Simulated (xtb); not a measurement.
xtb input:

```bash
xtb mol.xyz --gfn 2 --sp --chrg -1 --uhf 0
```
mol.xyz:
```
6

Si    -1.71605935    -0.16426501     0.11213644
As     0.77497313     0.07429075    -0.05062150
H     -1.90455372     1.07396271    -0.78733721
H     -1.72429042     0.68390134     1.39990077
H      0.95139032    -0.76361090    -1.32847615
H      1.12817154    -1.14613761     0.81651183
```

Q: What final total energy does it print?

A: -6.26556 Eh (GFN2-xTB).

It need not be the lowest isomer of its formula. Whether it binds its extra electron was not tested at this geometry.
